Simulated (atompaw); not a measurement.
**Before and after: PAW (atompaw) potential for Ni**

```json
{"Element": "Ni", "Generator": "atompaw 4.2.0.5", "Type": "PAW", "Functional": "PBEsol", "Relativity": "scalar-relativistic", "Frozen core": "[Ne]", "Valence charge": "18", "Reference configuration": "3s2 3p6 3d8.5 4s1.5 4p0", "Partial waves": "3s (bound): rc 0.80 bohr; 4s (bound): rc 1.05 bohr; 3p (bound): rc 1.10 bohr; 4p (bound, empty): rc 1.65 bohr; 3d (bound): rc 1.65 bohr; 3d channel at 0.75 Ry: rc 1.65 bohr", "Local potential": "vpsmatchnc scheme with l = 3 at 0 Ry, radius 1.45 bohr", "Core correction": "smooth core density matched at 1.55 bohr", "Augmentation charge": "sinc compensation charge, radius 1.25 bohr; PAW radius 1.65 bohr; waves and projectors: custom rrkj gramschmidtortho"}
```

Change: local potential bessel scheme, radius 1.45 bohr.

Cutoffs: the cutoffs (Ry, on a coarse ladder) from which the occupation-weighted sum of valence levels, in a spherical-Bessel basis at the reference potential, stays within 10 and 1 mRy of its value at 400 Ry; they do not see the model core or the augmentation charge, which bear on the density cutoff.

**Question.** What does the change do?

**Answer.** The potential gets harder (80 Ry and 160 Ry → 90 Ry and 180 Ry); the range in which the p phases agree widens (upper end 1.4 → at the end of the scan); the range in which the d phases agree widens (upper end 2.8 → 4.7); neither file shows a bound ghost.

| quantity | base | changed |
| --- | --- | --- |
| cutoff, loose | 80 Ry | 90 Ry |
| cutoff, tight | 160 Ry | 180 Ry |
| bound ghosts | none | none |
| s: phases at 1.66 bohr within 0.05 rad from the reference energy up to (Ry; the scan ends near 5) | to the end of the scan | to the end of the scan |
| p: phases at 1.66 bohr within 0.05 rad from the reference energy up to (Ry; the scan ends near 5) | 1.4 | to the end of the scan |
| d: phases at 1.66 bohr within 0.05 rad from the reference energy up to (Ry; the scan ends near 5) | 2.8 | 4.7 |
| lowest overlap eigenvalue by channel | s 0.14, p 0.52, d 0.32 | s 0.28, p 0.53, d 0.38 |

 The cutoffs see the waves, projectors and local potential, not the compensation charge or the core.
